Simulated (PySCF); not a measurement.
Compound: C5H8O2S.
SMILES with atom numbers: `[CH2:1]=[C:2]=[CH:3][CH2:4][S:5]([CH3:6])(=[O:7])=[O:8]` (hydrogens: H9, H10 on C1; H11 on C3; H12, H13 on C4; H14, H15, H16 on C6)

Cartesian coordinates in Å at the GFN2-xTB level; atoms count from 1:
```xyz
16
C5H8O2S angstrom
C      2.634    0.587   -1.139
C      1.773   -0.170   -0.539
C      0.918   -0.948    0.055
C     -0.460   -1.208   -0.429
S     -1.635   -0.431    0.745
C     -1.239    1.338    0.656
O     -1.338   -0.895    2.072
O     -2.970   -0.629    0.248
H      2.693    1.646   -0.947
H      3.342    0.191   -1.850
H      1.166   -1.411    1.000
H     -0.709   -2.267   -0.416
H     -0.666   -0.781   -1.406
H     -1.897    1.851    1.346
H     -1.413    1.674   -0.358
H     -0.205    1.462    0.949
```

Computed with TDDFT B3LYP/def2-SVPD, vertical, gas phase, core orbitals frozen in the response (PySCF).

Transition dipole moments from the ground state, in atomic units and in the frame of the coordinates above (overall signs are arbitrary), for the states with f of 0.002 or more among the lowest 7:

```
state  E (hartree)      μx      μy      μz
   S1       0.2091  -0.192  -0.013   0.102
   S2       0.2207   0.237   0.040  -0.107
   S3       0.2364  -1.011  -0.153   0.497
   S4       0.2464   0.183   0.204  -0.067
   S5       0.2530  -0.138  -0.108   0.049
   S6       0.2603   0.659   0.048  -0.188
   S7       0.2644  -0.126  -0.034  -0.003
```

(1) What oscillator strength does each state have?

(2) Which bond between heavy atoms lies closest to the direction of the S3 transition dipole?

(3) What angle do the transition dipoles of S2 and S3 make?

(4) What peak molar absorption coefficient would the strongest computed level give as a lone Gaussian band 0.3 eV wide at half height?

Results:

(1) f = (2/3) ΔE |μ|² with ΔE in hartree (27.2114 eV).

```csv
state,|μ|² (au),|μ| (D),f
S1,0.047,0.55,0.007
S2,0.069,0.67,0.010
S3,1.293,2.89,0.204
S4,0.079,0.72,0.013
S5,0.033,0.46,0.006
S6,0.471,1.75,0.082
S7,0.017,0.33,0.003
```

(2) C1–C2 and C2–C3, at 29° from it; next C4–S5 at 38°.

(3) |cos θ| = |μa·μb| / (|μa| |μb|) = 1.00, so θ ≈ 2° (taken between 0 and 90°, since the signs are arbitrary).

(4) ε(max) = 2.175×10⁸ f / FWHM, with the width in cm⁻¹. S3: 2.175×10⁸ × 0.2038 / 2420 ≈ 18000 L mol⁻¹ cm⁻¹.

The run took 54 s of wall time on Arm Neoverse V1, one thread, shared host.

One conformer stands for the species.
